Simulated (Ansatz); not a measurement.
CH₃ClF₃MoN, SMILES `C[N]=[Mo]([F])([F])([F])[Cl]` at its PBE0-D4/def2-TZVP geometry, where that method's forces vanish. Charge 0, multiplicity 1. Mo: def2 effective core potential.

```xyz
10

C     0.3031    0.4168    1.6797
N     0.0489    0.0210    0.3479
Mo   -0.2412   -0.3877   -1.2471
F    -0.6143   -2.2065   -1.2356
F     1.4320   -0.8773   -1.8769
F    -2.0718   -0.1557   -1.4245
Cl    0.0343    1.6180   -2.3131
H    -0.5765    0.2203    2.2985
H     0.5258    1.4879    1.6980
H     1.1597   -0.1369    2.0733
```

Question: What forces (eV/Å) does PBE-D4/def2-TZVPP give on these atoms in Ansatz? (Best estimate.)

Answer: Ansatz gave: 
```
C1  -0.015 -0.025 -0.071
N2   0.204  0.284  1.124
Mo3 -0.117  0.038 -0.963
F4  -0.127 -0.623  0.007
F5   0.592 -0.175 -0.220
F6  -0.647  0.080 -0.060
Cl7  0.044  0.317 -0.162
H8  -0.168 -0.026  0.171
H9   0.053  0.228  0.047
H10  0.181 -0.098  0.126
```
